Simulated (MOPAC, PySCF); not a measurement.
CH4N2Si, SMILES `[H]/N=C\N=[SiH2]` (N–C–N–Si torsion 87°), neutral singlet in the gas phase. 

Cartesian coordinates (Å):
```xyz
8

N     -1.6808     1.2441    -0.0467
C     -1.1667     0.0808    -0.1004
N      0.1515    -0.2676    -0.0469
Si     1.3938    -0.6257     0.8560
H     -0.9543     1.9508     0.0843
H     -1.8393    -0.7661    -0.2592
H      2.6889    -0.9092     0.2223
H      1.4067    -0.7071     2.3331
```
Charge 0, spin multiplicity 1.

All levels are single points at this geometry (B3LYP-D3(BJ)/def2-TZVP); Pople sets use spherical d functions. Orbital energies aren't observables, and empty levels follow the basis.

```json
[
 {"level": "B3LYP-D3(BJ)/def2-TZVP in PySCF", "HOMO (eV)": "-6.78", "LUMO (eV)": "-2.46", "gap (eV)": "4.32", "dipole (D)": "4.93", "vertical IE, Delta-SCF (eV)": "8.97"},
 {"level": "PBE-D3(BJ)/def2-TZVP in PySCF", "HOMO (eV)": "-5.80", "LUMO (eV)": "-3.08", "gap (eV)": "2.71", "dipole (D)": "4.53", "vertical IE, Delta-SCF (eV)": "8.94"},
 {"level": "B3LYP/3-21G in PySCF", "HOMO (eV)": "-6.33", "LUMO (eV)": "-2.01", "gap (eV)": "4.32", "dipole (D)": "4.06", "vertical IE, Delta-SCF (eV)": "–"},
 {"level": "B3LYP/6-31G* in PySCF", "HOMO (eV)": "-6.51", "LUMO (eV)": "-2.13", "gap (eV)": "4.37", "dipole (D)": "4.55", "vertical IE, Delta-SCF (eV)": "8.80"},
 {"level": "B3LYP/LANL2DZ in PySCF", "HOMO (eV)": "-6.64", "LUMO (eV)": "-2.46", "gap (eV)": "4.18", "dipole (D)": "4.96", "vertical IE, Delta-SCF (eV)": "–"},
 {"level": "BP86/6-31G* in PySCF", "HOMO (eV)": "-5.62", "LUMO (eV)": "-2.87", "gap (eV)": "2.75", "dipole (D)": "4.20", "vertical IE, Delta-SCF (eV)": "–"},
 {"level": "HF/3-21G in PySCF", "HOMO (eV)": "-9.45", "LUMO (eV)": "1.39", "gap (eV)": "10.85", "dipole (D)": "5.03", "vertical IE, Delta-SCF (eV)": "–"},
 {"level": "HF/6-31G* in PySCF", "HOMO (eV)": "-9.55", "LUMO (eV)": "1.24", "gap (eV)": "10.79", "dipole (D)": "5.60", "vertical IE, Delta-SCF (eV)": "–"},
 {"level": "HF/STO-3G in PySCF", "HOMO (eV)": "-6.64", "LUMO (eV)": "6.38", "gap (eV)": "13.02", "dipole (D)": "4.82", "vertical IE, Delta-SCF (eV)": "–"},
 {"level": "AM1 in MOPAC", "HOMO (eV)": "-9.56", "LUMO (eV)": "-0.73", "gap (eV)": "8.83", "dipole (D)": "3.60", "vertical IE, Delta-SCF (eV)": "–"},
 {"level": "PM3 in MOPAC", "HOMO (eV)": "-8.91", "LUMO (eV)": "-0.82", "gap (eV)": "8.09", "dipole (D)": "3.62", "vertical IE, Delta-SCF (eV)": "–"},
 {"level": "PM6 in MOPAC", "HOMO (eV)": "-9.54", "LUMO (eV)": "-1.12", "gap (eV)": "8.42", "dipole (D)": "5.60", "vertical IE, Delta-SCF (eV)": "–"},
 {"level": "PM7 in MOPAC", "HOMO (eV)": "-9.87", "LUMO (eV)": "-1.69", "gap (eV)": "8.18", "dipole (D)": "4.57", "vertical IE, Delta-SCF (eV)": "–"}
]
```
